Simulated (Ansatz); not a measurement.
Relaxation of C2H6BCl (10 atoms, charge 0, multiplicity 1), to a largest force component of 0.02 eV/Å in at most 40 steps.

Theory: Ansatz 0.2.0, RKS revPBE/6-31G.

```xyz
10
Properties=species:S:1:pos:R:3
B 0.000 0.000 0.000
C 0.000 0.000 1.600
H -1.000 -0.309 1.970
H 0.768 -0.711 1.970
H 0.232 1.020 1.970
C 1.386 0.000 -0.800
H 1.715 -1.046 -0.970
H 1.249 0.508 -1.777
H 2.155 0.538 -0.208
Cl -1.611 0.000 -0.930
```

Where does it end, and by what steps?

The run converged. Limits of this set-up: no polarisation functions. After 9 steps the energy has fallen by 0.084 eV; H4 moved furthest, 0.21 Å.

| step | energy less start (eV) | largest force component (eV/Å) | accepted |
| --- | --- | --- | --- |
| 0 | 0.0000 | 0.917 | yes |
| 1 | -0.0682 | 0.387 | yes |
| 2 | -0.0808 | 0.119 | yes |
| 3 | -0.0819 | 0.031 | yes |
| 4 | -0.0827 | 0.030 | yes |
| 5 | -0.0797 | 0.258 | no |
| 6 | -0.0829 | 0.064 | yes |
| 7 | -0.0834 | 0.045 | yes |
| 8 | -0.0836 | 0.031 | yes |
| 9 | -0.0837 | 0.013 | yes |

```xyz
10
Properties=species:S:1:pos:R:3
B 0.053 0.003 0.033
C -0.029 -0.005 1.603
H -0.967 -0.427 2.002
H 0.833 -0.529 2.056
H 0.026 1.047 1.958
C 1.378 0.001 -0.816
H 1.599 -1.046 -1.119
H 1.299 0.582 -1.751
H 2.248 0.356 -0.235
Cl -1.546 0.018 -0.905
```

Whether the end is a true minimum wasn't checked by a vibrational analysis.

The run took 39 s on 1 thread of Arm Neoverse N1 (shared host), peak memory 0.13 GiB.
